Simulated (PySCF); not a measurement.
3-methylidenepent-1-en-4-yne (C₆H₆), SMILES C#CC(=C)C=C.

Geometry: B3LYP-D3(BJ)/def2-SVP. Other conformers were not sampled.

The numbers are results of HF/def2-TZVP (PySCF), not measurements.

Symmetry labels are those of the subgroup Cs that the program uses (full group Cs).

Computed valence orbital energies around the gap with their symmetry:
```tsv
orbital	symmetry	energy (eV)
HOMO−7	A'	-17.73
HOMO−6	A'	-15.93
HOMO−5	A'	-15.13
HOMO−4	A'	-13.94
HOMO−3	A"	-13.37
HOMO−2	A'	-10.84
HOMO−1	A"	-10.54
HOMO	A"	-8.78
LUMO	A"	2.29
LUMO+1	A"	4.23
LUMO+2	A'	4.30
LUMO+3	A'	4.56
```
